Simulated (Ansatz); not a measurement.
Geometry optimisation, Ansatz 0.2.0, RKS PBE0-D4/cc-pVDZ.

input.yaml

```yaml
crystal:
  periodic: [false, false, false]
  atoms:
    - { symbol: B, position_ang: [-0.065953, 0.689559, -0.35088] }
    - { symbol: H, position_ang: [0.055974, -0.518197, 1.72203] }
    - { symbol: C, position_ang: [1.337277, 0.123799, -0.740441] }
    - { symbol: H, position_ang: [1.412108, -0.952761, -0.522357] }
    - { symbol: H, position_ang: [1.479954, 0.228867, -1.829771] }
    - { symbol: H, position_ang: [2.16729, 0.644963, -0.2395] }
    - { symbol: Cl, position_ang: [-1.556808, -0.157566, -0.852198] }
    - { symbol: "N", position_ang: [-0.247064, 1.952238, 0.374232] }
    - { symbol: H, position_ang: [-1.159397, 2.356901, 0.533847] }
    - { symbol: H, position_ang: [0.535379, 2.545923, 0.613028] }
    - { symbol: H, position_ang: [-0.009563, 0.194276, 1.793611] }
basis:
  gaussian: { orbitals: cc-pVDZ }
hamiltonian:
  xc: pbe0
  dispersion: d4
relax:
  f_tol: 0.03
  max_steps: 50
output:
  orbitals: {}
```

Launched with:

```bash
$ ansatz run input.yaml --threads 2 --pin off --max-ram 3072MiB --backend cpu --events-out ev --progress --plain --runs-dir out
```

Question: Where does it end, and by what steps?

Answer: The run converged. The force dipped under the threshold on the way, but the program's further checks kept it going. After 28 steps the energy has fallen by 0.359 eV; H2 moved furthest, 1.82 Å.

| step | energy less start (eV) | largest force component (eV/Å) | accepted |
| --- | --- | --- | --- |
| 0 | 0.0000 | 2.304 | yes |
| 1 | -0.2333 | 0.923 | yes |
| 2 | -0.3037 | 0.330 | yes |
| 3 | -0.3307 | 0.134 | yes |
| 4 | -0.3368 | 0.112 | yes |
| 5 | -0.3391 | 0.078 | yes |
| 6 | -0.3405 | 0.065 | yes |
| 7 | -0.3415 | 0.220 | yes |
| 8 | -0.3431 | 0.243 | yes |
| 9 | -0.3455 | 0.062 | yes |
| 10 | -0.3474 | 0.144 | yes |
| 11 | -0.3474 | 0.305 | yes |
| 12 | -0.3499 | 0.107 | yes |
| 13 | -0.3515 | 0.040 | yes |
| 14 | -0.3529 | 0.045 | yes |
| 15 | -0.3534 | 0.134 | yes |
| 16 | -0.3545 | 0.069 | yes |
| 17 | -0.3552 | 0.029 | yes |
| 18 | -0.3561 | 0.061 | yes |
| 19 | -0.3564 | 0.143 | yes |
| 20 | -0.3568 | 0.072 | yes |
| 21 | -0.3572 | 0.013 | yes |
| 22 | -0.3574 | 0.048 | yes |
| 23 | -0.3578 | 0.076 | yes |
| 24 | -0.3581 | 0.038 | yes |
| 25 | -0.3584 | 0.032 | yes |
| 26 | -0.3585 | 0.038 | yes |
| 27 | -0.3586 | 0.031 | yes |
| 28 | -0.3587 | 0.017 | yes |

```xyz
11
Properties=species:S:1:pos:R:3
B -0.010 0.754 -0.725
H -0.195 -0.036 3.461
C 1.381 0.233 -1.223
H 1.396 -0.869 -1.232
H 1.558 0.551 -2.264
H 2.223 0.585 -0.607
Cl -1.497 0.258 -1.604
N -0.183 1.589 0.376
H -1.089 1.928 0.673
H 0.596 1.937 0.918
H -0.230 0.177 2.729
```

Run time: 36 s on 2 threads of AMD EPYC 9R45 96-Core Processor (Zen 5) (shared host), peak memory 0.2 GiB.
